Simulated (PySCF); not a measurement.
PySCF input file for Si(F)2(OH)(SeH) (F₂H₂OSeSi), SMILES F[Si](O)(F)[SeH], B3LYP-D3(BJ)/def2-SVP. The structure is a stationary point at B3LYP-D3(BJ)/def2-SVP. The structure was generated by enumeration, and PubChem lists no compound with its InChIKey, so it may never have been made. The values are those of a single conformer.

```python
import numpy as np
from pyscf import gto, scf, dft, df
from pyscf.hessian import thermo

mol = gto.M(
    atom='''
    O    -1.02667749    1.58216910    0.98427330
    Si   -0.74285658    0.08339852    0.38969203
    F    -1.84706034   -0.35052860   -0.70114188
    F    -0.90477081   -0.90089397    1.64867120
    Se    1.24217209   -0.15452504   -0.66980730
    H    -0.83208029    2.33404721    0.41214051
    H     1.97812178    0.35767527    0.50366867
    ''',
    basis='def2-SVP',
    charge=0,
    spin=0,
    max_memory=1600,
    verbose=3,
)
mf = dft.RKS(mol, xc='b3lyp').density_fit(auxbasis='def2-universal-jkfit')
mf.disp = 'd3bj'
mf.grids.level = 3
mf.conv_tol = 1e-11
mf.max_cycle = 100
mf.kernel()

# analytic Hessian; the response equations are solved on a coarser grid
h, args, fine = mf.Hessian(), (mf.mo_energy, mf.mo_coeff, mf.mo_occ), mf.grids
h.max_memory = max(150, 2.5e-5 * df.make_auxmol(mol, mf.with_df.auxbasis).nao * mol.nelec[0] * (mol.nelec[0] + mol.nao))  # MB; small integral blocks
h1ao = h.make_h1(mf.mo_coeff, mf.mo_occ)
mf.grids = dft.Grids(mol).set(level=1).build(with_non0tab=True)
mo1, mo_e1 = h.solve_mo1(*args, h1ao)
mf.grids = fine
hess = h.hess_elec(*args, mo1, mo_e1, h1ao) + h.hess_nuc()
if mf.do_disp():
    hess += h.get_dispersion()
for i in range(mol.natm):  # the analytic DFT Hessian lacks the response of the grid: restore translational invariance
    hess[i, i] -= hess[i].sum(axis=0)
hess = (hess + hess.transpose(1, 0, 3, 2)) / 2
vib = thermo.harmonic_analysis(mol, hess, imaginary_freq=False)
thermo.dump_normal_mode(mol, vib)
th = thermo.thermo(mf, vib['freq_au'][vib['freq_au'] > 0], 298.15, 101325)
thermo.dump_thermo(mol, th)
g0 = mf.nuc_grad_method().set(verbose=0).kernel()

# dipole derivatives [dipole axis, atom, xyz] from the same response
r, irp = mol.intor('int1e_r'), mol.intor('int1e_irp').reshape(3, 3, mol.nao, mol.nao)
sl, dm0, ok = mol.aoslice_by_atom(), np.array(mf.make_rdm1()), []
dmu = np.einsum('a,xt->xat', mol.atom_charges(), np.eye(3))
for a, (_, _, p0, p1) in enumerate(sl):
    dmu[:, a] += 2 * np.einsum('xtij,ij->xt', irp[:, :, :, p0:p1], dm0.reshape(-1, mol.nao, mol.nao).sum(0)[:, p0:p1])
    for u, c, occ, f in [(mo1, mf.mo_coeff, mf.mo_occ, 4)]:
        dmu[:, a] -= f * np.einsum('tui,xuv,vi->xt', u[a], r, c[:, occ > 0], optimize=True)
L = vib['norm_mode']
ir = 974.8801 * (np.einsum('xat,kat->kx', dmu, L) ** 2).sum(1)       # km/mol
apt = np.einsum('xax->a', dmu) / 3

# polarisability derivatives from nuclear gradients in small electric fields
h0, F = mf.get_hcore(), 0.005
def in_field(f, guess):
    m = mf.copy()
    m.verbose, m.conv_tol, m.conv_tol_grad = 0, 1e-11, 2e-7
    m.get_hcore = lambda *a: h0 + np.einsum('x,xij->ij', f, r)
    m.kernel(guess)
    ok.append(m.converged)
    dm = np.array(m.make_rdm1())
    g = m.nuc_grad_method().kernel() - np.outer(mol.atom_charges(), f)
    for a, (_, _, p0, p1) in enumerate(sl):
        g[a] -= 2 * np.einsum('x,xtij,ij->t', f, irp[:, :, :, p0:p1], dm[:, p0:p1])
    return g, -np.einsum('xij,ij->x', r, dm), dm
E = np.eye(3) * F
g0, _, dm0 = in_field(np.zeros(3), dm0)
gp = [in_field(e, dm0) for e in E]
gm = [in_field(-e, 2 * dm0 - p[2]) for e, p in zip(E, gp)]
alpha = np.array([(p[1] - q[1]) / (2 * F) for p, q in zip(gp, gm)])  # bohr^3
check = abs(np.array([-(p[0] - q[0]) / (2 * F) for p, q in zip(gp, gm)]) - dmu).max()
print('static polarisability / bohr^3:', alpha.round(3))
print('largest difference of analytic and finite-field dipole derivatives / e:', check)
da = np.zeros((3, 3, mol.natm, 3))
for x in range(3):
    da[x, x] = -(gp[x][0] + gm[x][0] - 2 * g0) / F**2
for x, y in ((0, 1), (0, 2), (1, 2)):
    up, down = in_field(E[x] + E[y], gp[x][2] + gp[y][2] - dm0), in_field(-E[x] - E[y], gm[x][2] + gm[y][2] - dm0)
    both = -(up[0] + down[0] - 2 * g0) / F**2
    da[x, y] = da[y, x] = (both - da[x, x] - da[y, y]) / 2
aq = np.einsum('xyat,kat->kxy', da, L) * 0.529177210903**2           # A^2/amu^1/2
a = np.einsum('kxx->k', aq) / 3
g2 = 1.5 * (aq**2).sum((1, 2)) - 4.5 * a**2
raman, depol = 45 * a**2 + 7 * g2, 3 * g2 / (45 * a**2 + 4 * g2 + 1e-12)
print('mode   freq/cm-1   IR/(km/mol)   Raman/(A^4/amu)   depolarisation')
for k, w in enumerate(vib['freq_wavenumber']):
    print(f'{k + 1:4d} {w:11.2f} {ir[k]:13.3f} {raman[k]:17.3f} {depol[k]:16.3f}')
print('max |gradient| / (hartree/bohr):', abs(g0).max())
print('APT charges:', apt.round(4))
```

Log of the run:

```
converged SCF energy = -2966.81671830231

WARN: DFTD3 does not support analytical Hessian, using finite difference


WARN: Mole.unit (angstrom) is changed to Bohr

Mode                                 0                   1                   2
Irrep
Freq [cm^-1]                      146.2455            166.5513            171.8593
Reduced mass [au]                   2.1294              1.8238              3.5804
Force const [Dyne/A]                0.0268              0.0298              0.0623
Char temp [K]                     210.4148            239.6302            247.2672
Normal mode                   x     y     z       x     y     z       x     y     z
       0   O                 0.12 -0.00 -0.02    0.06  0.01 -0.07   -0.00 -0.00 -0.01
       1  Si                -0.00 -0.03  0.00   -0.02 -0.03 -0.02   -0.02  0.01 -0.05
       2   F                -0.02 -0.04  0.02   -0.09 -0.02  0.05   -0.12  0.04  0.04
       3   F                -0.10 -0.01  0.01    0.01 -0.02 -0.01    0.09 -0.02 -0.06
       4  Se                 0.00  0.02 -0.00    0.01  0.02  0.01    0.02 -0.01  0.02
       5   H                 0.18 -0.04 -0.05    0.48 -0.02  0.03   -0.29  0.01 -0.10
       6   H                -0.07  0.60 -0.21   -0.03 -0.47  0.25   -0.12  0.37 -0.05
Mode                                 3                   4                   5
Irrep
Freq [cm^-1]                      255.7028            276.1662            309.6566
Reduced mass [au]                   6.3192              2.2374              7.7532
Force const [Dyne/A]                0.2434              0.1005              0.4380
Char temp [K]                     367.8994            397.3417            445.5270
Normal mode                   x     y     z       x     y     z       x     y     z
       0   O                -0.05 -0.03  0.03    0.11 -0.03 -0.03   -0.06  0.04 -0.13
       1  Si                -0.01 -0.02  0.01    0.00 -0.06 -0.01    0.03 -0.02  0.07
       2   F                -0.07  0.02  0.05    0.00  0.04 -0.05    0.02  0.09  0.04
       3   F                -0.10  0.04  0.05    0.02  0.02  0.06   -0.01 -0.10  0.01
       4  Se                 0.06  0.00 -0.03   -0.02  0.02  0.01   -0.00  0.00 -0.00
       5   H                -0.31 -0.01 -0.03   -0.49 -0.09 -0.32    0.03 -0.07 -0.24
       6   H                 0.05 -0.15  0.04   -0.05 -0.21  0.13    0.09  0.05 -0.08
Mode                                 6                   7                   8
Irrep
Freq [cm^-1]                      333.3328            472.6648            674.4262
Reduced mass [au]                   3.3820             16.9773              1.0831
Force const [Dyne/A]                0.2214              2.2347              0.2903
Char temp [K]                     479.5916            680.0594            970.3492
Normal mode                   x     y     z       x     y     z       x     y     z
       0   O                -0.05 -0.07 -0.01   -0.04 -0.09 -0.03    0.01 -0.02 -0.01
       1  Si                -0.02 -0.06 -0.01    0.12 -0.02 -0.06   -0.01 -0.00 -0.01
       2   F                -0.02  0.08 -0.07    0.00  0.03  0.07   -0.03 -0.01 -0.01
       3   F                 0.05  0.05  0.10   -0.04  0.05 -0.04    0.01  0.01 -0.01
       4  Se                 0.01 -0.00 -0.00   -0.03  0.00  0.01   -0.00  0.01  0.02
       5   H                 0.41 -0.06  0.17   -0.01  0.01  0.12   -0.02  0.00  0.02
       6   H                -0.06  0.23 -0.06   -0.04  0.01  0.02    0.83 -0.11 -0.47
Mode                                 9                  10                  11
Irrep
Freq [cm^-1]                      782.9924            834.0006            978.9087
Reduced mass [au]                   1.2709             18.1449             16.7573
Force const [Dyne/A]                0.4591              7.4360              9.4610
Char temp [K]                    1126.5517           1199.9411           1408.4317
Normal mode                   x     y     z       x     y     z       x     y     z
       0   O                -0.04  0.02  0.08   -0.03  0.11  0.04   -0.00  0.02  0.02
       1  Si                 0.01 -0.02 -0.00    0.10 -0.00 -0.03   -0.04  0.02 -0.13
       2   F                -0.00 -0.00  0.01   -0.09 -0.03 -0.08    0.07  0.03  0.08
       3   F                 0.00  0.04 -0.04   -0.01 -0.06  0.08   -0.01 -0.07  0.09
       4  Se                -0.00 -0.00  0.00   -0.00  0.00  0.00   -0.00  0.00  0.00
       5   H                 0.25 -0.56 -0.63    0.01  0.07 -0.00    0.02 -0.05 -0.08
       6   H                 0.02  0.00 -0.02    0.01 -0.00 -0.01    0.07 -0.01 -0.05
Mode                                12                  13                  14
Irrep
Freq [cm^-1]                      994.0324           2407.7539           3880.6551
Reduced mass [au]                   8.1376              1.0204              1.0673
Force const [Dyne/A]                4.7375              3.4853              9.4701
Char temp [K]                    1430.1913           3464.2218           5583.3987
Normal mode                   x     y     z       x     y     z       x     y     z
       0   O                 0.02 -0.13 -0.03    0.00  0.00  0.00   -0.01 -0.05  0.03
       1  Si                 0.02  0.13  0.01   -0.00 -0.00 -0.00   -0.00  0.00  0.00
       2   F                -0.03 -0.02 -0.03    0.00  0.00  0.00    0.00  0.00  0.00
       3   F                -0.01 -0.04  0.05    0.00  0.00  0.00    0.00  0.00 -0.00
       4  Se                 0.00 -0.00 -0.00   -0.01 -0.00 -0.01   -0.00  0.00  0.00
       5   H                 0.06 -0.23 -0.15   -0.00  0.00  0.00    0.19  0.77 -0.56
       6   H                -0.04  0.00  0.02    0.51  0.34  0.78    0.00  0.00  0.00
temperature 298.1500 [K]
pressure 101325.00 [Pa]
Rotational constants [GHz] 3.88580 1.43401 1.41171
Symmetry number 1
Zero-point energy (ZPE) 0.02890 [Eh]   75872.841 [J/mol]
                           tot       elec      trans        rot        vib
Entropy [J/mol/K]       353.190      0.000    172.279    117.587     63.324
Cv [J/mol/K]             94.626      0.000     12.472     12.472     69.683
Cp [J/mol/K]            102.941      0.000     20.786     12.472     69.683
Internal energy [J/mol]                      3718.434   3718.434  86867.376
Internal energy [Eh]   -2966.78080  -2966.81672
Enthalpy [J/mol]                             6197.391   3718.434  86867.376
Enthalpy [Eh]          -2966.77986
Gibbs free energy [J/mol]                  -45167.498 -31340.269  67987.442
Gibbs free energy [Eh] -2966.81996
static polarisability / bohr^3: [[47.981 -1.456 -4.599]
 [-1.459 37.103  2.709]
 [-4.599  2.709 39.512]]
largest difference of analytic and finite-field dipole derivatives / e: 0.0005468699451931514
mode   freq/cm-1   IR/(km/mol)   Raman/(A^4/amu)   depolarisation
   1      146.25         2.078             5.403            0.748
   2      166.55        26.400             1.362            0.738
   3      171.86        21.036             0.941            0.734
   4      255.70         4.054             4.730            0.357
   5      276.17        77.988             4.857            0.604
   6      309.66        16.325             0.909            0.748
   7      333.33        27.129             1.196            0.721
   8      472.66       112.837             4.127            0.021
   9      674.43         4.965            10.633            0.749
  10      782.99       227.472             1.357            0.475
  11      834.00       207.136             4.778            0.009
  12      978.91       159.860             0.812            0.546
  13      994.03       127.400             1.383            0.652
  14     2407.75         6.842           133.353            0.312
  15     3880.66       125.446            57.140            0.271
max |gradient| / (hartree/bohr): 0.00024252907631028842
APT charges: [-8.752e-01  2.073e+00 -6.441e-01 -6.444e-01 -2.475e-01  3.366e-01
  1.700e-03]
```

The calculation finished and met its thresholds.
